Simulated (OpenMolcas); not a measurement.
## neutral samarium: thermal populations, worked from levels

```
Program             : OpenMolcas 26.06
Basis               : ANO-RCC-VTZP [8s7p5d3f2g1h]
Scalar Hamiltonian  : DKH2, point nucleus
Active space        : 6 electrons in 7 orbitals (4f)
State averaging     : 2S+1 = 7 even, 7 roots; 2S+1 = 5 even, 140 roots (77 in the spin-orbit step); 2S+1 = 3 even, 3 roots kept (CI in the orbitals of an earlier block)
Spin-orbit coupling : RASSI with atomic mean-field integrals over the reference wave functions, term energies averaged over their components
```

Methods: CASSCF; SS-CASPT2, IPEA 0.25 Eh, imaginary shift 0.1 Eh (closed shells correlated: 5s 5p 6s). Measured levels: NIST Handbook of Basic Atomic Spectroscopic Data.

**Thermal populations.** Z = Σ (2J + 1) exp(-E/kT) with k = 0.695035 cm-1/K, over the levels below. No other level of either list lies under 10800 cm-1, which is above 7 kT at each temperature.

```csv
Level,2J + 1,SS-CASPT2,measured
4f6 6s2 7F0,1,0.0,0.0
4f6 6s2 7F1,3,348,293
4f6 6s2 7F2,5,954,812
4f6 6s2 7F3,7,1714,1490
4f6 6s2 7F4,9,2560,2273
4f6 6s2 7F5,11,3460,3125
4f6 6s2 7F6,13,4420,4021
```

```
T (K)  Z, SS-CASPT2  Z, measured levels  Ground level (%), SS-CASPT2  Ground level (%), measured levels
  300         1.619               1.843                         61.8                               54.2
 1000         5.005               5.848                         20.0                               17.1
 2000        10.773              12.251                          9.3                                8.2
```

At 2000 K, kT = 1390 cm-1, and the computed levels give Z = 1.000 + 2.336 + 2.517 + 2.040 + 1.427 + 0.913 + 0.541 = 10.773.

Term energies are means over components that CASPT2 splits; among the terms shown or strongly mixed into the levels shown the widest spread is 87 cm-1 (4f6 6s2 7F, SS-CASPT2). High states are left out of the spin-orbit mixing, which shifts the levels that they would mix with. With the s shell closed, the reference lacks s² → p² mixing. Without dynamic correlation excited terms often stand tens of per cent too high (terms of higher spin than the ground term too low), and those without a measured partner can miss by more than the paired ones (holds for CASSCF). Measured partners are found by configuration, term and J. A level has none where our copy of the source lacks it or the pairing is in doubt (some pairs that miss far off the trend of their configuration count as doubtful), and it then counts in no deviation. Only configurations of the active space appear.
